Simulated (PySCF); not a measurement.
Ranking problems on computed properties.

Species are written as SMILES; each is one conformer at its optimised geometry, gas phase (atoms past krypton carry core potentials, spin–orbit coupling is left out). Electronic properties by PySCF.

Dipoles, sizes and rotational constants follow the conformer. The torsions of the flexible species, by atom-mapped SMILES:
- `[OH:1][SiH:2]([OH:3])[O:4][SiH3:5]`: O1–Si2–O4–Si5 -125°, H–O1–Si2–O3 -151°, H–O3–Si2–O1 33°
- `[CH3:1][CH2:2][CH2:3][C@H:4]1[CH2:5][S:6][BH:7][S:8]1`: C1–C2–C3–C4 178°, C2–C3–C4–C5 68°
- `[SiH3:1][CH2:2][SiH2:3][SiH3:4]`: Si1–C2–Si3–Si4 -54°
- `[CH3:1][C:2]#[C:3][C:4](=[O:5])[O:6][CH3:7]`: C3–C4–O6–C7 180°
- `[CH2:1]=[CH:2][C:3](=[CH2:4])[O:5][CH:6]=[O:7]`: C1–C2–C3–C4 180°, C2–C3–O5–C6 -176°, C3–O5–C6–O7 0°

The conformers of `F[C@H]1COCCO1` aren't listed.

Problem. Rank by electronic spatial extent ⟨r²⟩ about the centre of nuclear charge, highest first (PBE0/def2-SVPD at PBE0-D3(BJ)/def2-SVP geometries).
A. `CCC[C@H]1CSBS1`
B. `C1(C=C[C@H](C)O1)=O`
C. `[SiH3]C[SiH2][SiH3]`
D. `O[SiH](O)O[SiH3]`
E. `[SiH3]C([SiH3])[SiH3]`

Solution. A (1649 bohr²), C (961 bohr²), E (858 bohr²), D (799 bohr²), B (685 bohr²).

Problem. Give the two extremes of that set in Å².

Solution. `C[C@H]1C=CC(=O)O1`: 192 Å²; `CCC[C@H]1CSBS1`: 462 Å².

Problem. Rank by vertical ionisation energy, highest first (ΔSCF wB97X-D/def2-SVPD at PBE0-D3(BJ)/def2-SVP geometries).
A. `C=CC(=C)OC=O`
B. `[C@@H]1(COCCO1)F`
C. `CC#CC(=O)OC`
D. `[GeH3][c]1ccccc1`
E. `[SiH3][Sb]([CH3])[CH3]`

Solution. C (10.10 eV), B (9.76 eV), D (9.17 eV), A (9.00 eV), E (8.48 eV).

Problem. By how much do the two ends of that ranking differ?

Solution. By 1.62 eV, between `CC#CC(=O)OC` and `[CH3][Sb]([CH3])[SiH3]`.

Problem. Rank by smallest rotational constant, lowest first (PBE0-D3(BJ)/def2-SVP).
A. `CCC[C@H]1CSBS1`
B. `O[SiH](O)O[SiH3]`
C. `[GeH3][c]1ccccc1`
D. `C[C]#[Mo]([Cl])([Cl])[Cl]`
E. `c1c[se]cn1`
F. `CC#CC(=O)OC`

Solution. A (0.734 GHz), C (0.810 GHz), D (0.982 GHz), F (1.077 GHz), B (1.537 GHz), E (2.390 GHz).

Problem. Give the two extremes of that set in cm⁻¹.

Solution. `CCC[C@H]1CSBS1`: 0.0245 cm⁻¹; `c1c[se]cn1`: 0.0797 cm⁻¹.

Problem. Rank by HOMO energy, highest first (PBE0/def2-SVPD at PBE0-D3(BJ)/def2-SVP geometries).
A. `[SiH3]C[SiH2][SiH3]`
B. `C[C]#[Mo]([Cl])([Cl])[Cl]`
C. `O[SiH](O)O[SiH3]`
D. `CCC[C@H]1CSBS1`

Solution. D (-6.92 eV), B (-7.75 eV), A (-8.10 eV), C (-8.88 eV).

Problem. By how much do the two ends of that ranking differ?

Solution. By 1.96 eV, between `CCC[C@H]1CSBS1` and `O[SiH](O)O[SiH3]`.

Problem. Rank by dipole moment, lowest first (PBE0/def2-SVPD at PBE0-D3(BJ)/def2-SVP geometries).
A. `[SiH3][SiH2]C[SiH3]`
B. `O[SiH](O)O[SiH3]`
C. `C[C@H]1C=CC(=O)O1`
D. `C([SiH3])([SiH3])[SiH3]`
E. `CCC[C@H]1CSBS1`
F. `C[C]#[Mo]([Cl])([Cl])[Cl]`

Solution. D (0.70 D), A (0.95 D), B (1.53 D), E (2.63 D), F (3.05 D), C (5.20 D).

Problem. Give the two extremes of that set in atomic units.

Solution. `[SiH3]C([SiH3])[SiH3]`: 0.28 au; `C[C@H]1C=CC(=O)O1`: 2.05 au.

Problem. Rank by lowest singlet excitation, lowest first (TDDFT PBE0/def2-SVPD at PBE0-D3(BJ)/def2-SVP geometries).
A. `CCC[C@H]1CSBS1`
B. `[SiH3]C[SiH2][SiH3]`
C. `C[C@H]1C=CC(=O)O1`
D. `C[C]#[Mo]([Cl])([Cl])[Cl]`

Solution. D (2.61 eV), C (4.86 eV), A (5.17 eV), B (6.82 eV).

Problem. By how much do the two ends of that ranking differ?

Solution. By 4.21 eV, between `[SiH3]C[SiH2][SiH3]` and `C[C]#[Mo]([Cl])([Cl])[Cl]`.
